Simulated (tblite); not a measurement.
Isomers of C7H11ClO2. Computed with GFN2-xTB (tblite): harmonic, unscaled wavenumbers at the GFN2-xTB geometry, gas phase. This tight-binding method is rough: wavenumbers can miss measured ones by several per cent, in bad cases by 10 to 20. One conformer each.

Electronic energies: GFN2-xTB at the same geometries; isomer energies are rough at this level and their order can be wrong.

```
                       SMILES  electronic energy, lowest = 0 (kcal/mol)
      CO[C@]1(C(=O)Cl)CC1(C)C                                       5.1
C=C[C@@H](C)[C@@H](OC)C(=O)Cl                                      19.1
  CC[C@@]1(C(=O)Cl)C[C@@H]1OC                                       6.9
        CC/C(C(=O)Cl)=C(\C)OC                                       3.1
 CO[C@H]1C[C@@](C)(C(=O)Cl)C1                                       0.0
```

How do GFN2-xTB zero-point energies change the relative energies?

| SMILES | ZPE (kcal/mol) | of it from modes above 1550 cm⁻¹ | electronic (kcal/mol) | with ZPE, lowest = 0 (kcal/mol) | lowest mode (cm⁻¹) | rings |
| --- | --- | --- | --- | --- | --- | --- |
| CO[C@H]1C[C@@](C)(C(=O)Cl)C1 | 105.3 | 49.7 | 0.0 | 0.0 | 35 | 1 |
| CC/C(C(=O)Cl)=C(\C)OC | 104.6 | 52.3 | 3.1 | 2.3 | 36 | 0 |
| CO[C@]1(C(=O)Cl)CC1(C)C | 104.4 | 50.2 | 5.1 | 4.1 | 53 | 1 |
| CC[C@@]1(C(=O)Cl)C[C@@H]1OC | 104.9 | 50.0 | 6.9 | 6.4 | 46 | 1 |
| C=C[C@@H](C)[C@@H](OC)C(=O)Cl | 103.8 | 52.4 | 19.1 | 17.5 | 36 | 0 |

The zero-point energies span 1.5 kcal/mol, from `C=C[C@@H](C)[C@@H](OC)C(=O)Cl` to `CO[C@H]1C[C@@](C)(C(=O)Cl)C1`. The order is unchanged.

What do entropy and thermal enthalpy add at 298.15 K and 1 bar (rigid rotor, harmonic oscillator, one conformer each)?

```json
{"SMILES": "CO[C@H]1C[C@@](C)(C(=O)Cl)C1", "point group": "C1", "symmetry number": "1", "S (cal/(mol K))": "105.9", "H − H(0) (kcal/mol)": "7.61", "ZPE + H − H(0) − TS (kcal/mol)": "81.4"}
{"SMILES": "CC/C(C(=O)Cl)=C(\\C)OC", "point group": "C1", "symmetry number": "1", "S (cal/(mol K))": "110.2", "H − H(0) (kcal/mol)": "8.25", "ZPE + H − H(0) − TS (kcal/mol)": "80.0"}
{"SMILES": "CO[C@]1(C(=O)Cl)CC1(C)C", "point group": "C1", "symmetry number": "1", "S (cal/(mol K))": "105.8", "H − H(0) (kcal/mol)": "7.98", "ZPE + H − H(0) − TS (kcal/mol)": "80.8"}
{"SMILES": "CC[C@@]1(C(=O)Cl)C[C@@H]1OC", "point group": "C1", "symmetry number": "1", "S (cal/(mol K))": "105.8", "H − H(0) (kcal/mol)": "7.81", "ZPE + H − H(0) − TS (kcal/mol)": "81.2"}
{"SMILES": "C=C[C@@H](C)[C@@H](OC)C(=O)Cl", "point group": "C1", "symmetry number": "1", "S (cal/(mol K))": "111.2", "H − H(0) (kcal/mol)": "8.29", "ZPE + H − H(0) − TS (kcal/mol)": "78.9"}
```
